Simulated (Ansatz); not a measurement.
Geometry optimisation, RKS PBE/STO-3G (Ansatz).

Input file:

```yaml
crystal:
  periodic: [false, false, false]
  atoms:
    - { symbol: C, position_ang: [-0.1168, -1.5093, -0.5024] }
    - { symbol: C, position_ang: [0.2076, 0.0066, -0.6299] }
    - { symbol: O, position_ang: [-0.9889, 0.7639, -0.9398] }
    - { symbol: C, position_ang: [1.2877, 0.1707, -1.7845] }
    - { symbol: O, position_ang: [1.0692, 0.9624, -2.7147] }
    - { symbol: S, position_ang: [1.0295, 0.6419, 0.8699] }
    - { symbol: Si, position_ang: [-0.505, 0.8148, 2.3288] }
    - { symbol: H, position_ang: [-0.5352, -1.8085, -1.4731] }
    - { symbol: H, position_ang: [0.7003, -2.079, -0.2279] }
    - { symbol: H, position_ang: [-0.9495, -1.6304, 0.2525] }
    - { symbol: H, position_ang: [-0.6598, 1.5198, -1.4437] }
    - { symbol: H, position_ang: [2.1232, -0.4838, -1.7204] }
    - { symbol: H, position_ang: [-1.2796, -0.4637, 2.4347] }
    - { symbol: H, position_ang: [-1.492, 1.9055, 1.9469] }
    - { symbol: H, position_ang: [0.0872, 1.1383, 3.633] }
basis:
  gaussian: { orbitals: STO-3G }
hamiltonian:
  xc: pbe
relax:
  f_tol: 0.015
  max_steps: 40
```

Run as:

```bash
$ ansatz run input.yaml --threads 1 --pin off --max-ram 2048MiB --backend cpu --events-out ev --progress --plain --runs-dir out
```

Question: Where does it end, and by what steps?

Answer: It converged. The force dipped under the threshold on the way, but the program's further checks kept it going. Limits of this set-up: minimal basis. After 26 steps the energy has fallen by 1.057 eV; O5 moved furthest, 1.31 Å.

| step | energy less start (eV) | largest force component (eV/Å) | accepted |
| --- | --- | --- | --- |
| 0 | 0.0000 | 4.399 | yes |
| 1 | -0.5532 | 1.665 | yes |
| 2 | -0.6512 | 1.496 | yes |
| 3 | -0.7519 | 0.953 | yes |
| 4 | -0.8102 | 0.664 | yes |
| 5 | -0.8532 | 0.307 | yes |
| 6 | -0.8714 | 0.176 | yes |
| 7 | -0.8858 | 0.173 | yes |
| 8 | -0.9029 | 0.325 | yes |
| 9 | -0.9263 | 0.396 | yes |
| 10 | -0.9503 | 0.496 | yes |
| 11 | -0.9775 | 0.480 | yes |
| 12 | -1.0088 | 0.355 | yes |
| 13 | -1.0191 | 0.410 | yes |
| 14 | -1.0356 | 0.154 | yes |
| 15 | -1.0387 | 0.110 | yes |
| 16 | -1.0410 | 0.107 | yes |
| 17 | -1.0434 | 0.135 | yes |
| 18 | -1.0446 | 0.253 | yes |
| 19 | -1.0514 | 0.090 | yes |
| 20 | -1.0517 | 0.268 | yes |
| 21 | -1.0556 | 0.072 | yes |
| 22 | -1.0555 | 0.120 | no |
| 23 | -1.0559 | 0.013 | yes |
| 24 | -1.0565 | 0.018 | yes |
| 25 | -1.0505 | 0.244 | no |
| 26 | -1.0567 | 0.013 | yes |

```xyz
15
Properties=species:S:1:pos:R:3
C -0.064 -1.912 -0.779
C 0.183 -0.428 -0.375
O -1.037 0.382 -0.236
C 1.070 0.430 -1.338
O 0.557 1.562 -1.673
S 1.120 -0.158 1.214
Si -0.507 1.148 1.848
H -0.621 -1.962 -1.735
H 0.901 -2.440 -0.901
H -0.652 -2.428 0.003
H -0.694 1.181 -0.901
H 2.102 0.096 -1.622
H -1.782 0.525 2.180
H -0.638 2.442 1.186
H 0.040 1.512 3.158
```

Time of the run: 3.7 min on 1 thread of Arm Neoverse N1, with other jobs on the host, peak memory 0.17 GiB.
